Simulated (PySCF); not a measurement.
PySCF input for B₂H₄, SMILES BB, PBE/pcSseg-2. The structure is a stationary point at B3LYP-D3(BJ)/def2-TZVP.

```python
import numpy as np
from pyscf import gto, scf, dft
from pyscf.prop.nmr import rks as nmr

mol = gto.M(
    atom='''
    B     0.00000000   -0.00000000    0.81330560
    B    -0.00000000    0.00000000   -0.81330560
    H    -0.71657440    0.71657440    1.44957897
    H     0.71657439   -0.71657439    1.44957898
    H    -0.71657439   -0.71657440   -1.44957898
    H     0.71657440    0.71657439   -1.44957898
    ''',
    basis='pcSseg-2',
    charge=0,
    spin=0,
    max_memory=1600,
    verbose=3,
)
mf = dft.RKS(mol, xc='pbe')
mf.grids.level = 3
mf.conv_tol = 1e-10
mf.max_cycle = 100
mf.kernel()
n = nmr.NMR(mf)
n.verbose = 2
n.max_cycle_cphf = 60
sigma = n.kernel()
print('atom   isotropic/ppm   span/ppm')
for i, s in enumerate(sigma):
    w = np.linalg.eigvalsh((s + s.T) / 2)
    print(f'{mol.atom_symbol(i):2s}{i + 1:3d} {w.mean():14.3f} {w[2] - w[0]:11.3f}')
```

Log of the run:

```
converged SCF energy = -51.9448090908783
atom   isotropic/ppm   span/ppm
B   1        -18.116     279.972
B   2        -18.116     279.972
H   3         21.219      21.321
H   4         21.219      21.321
H   5         21.219      21.321
H   6         21.219      21.321
```

The run converged.
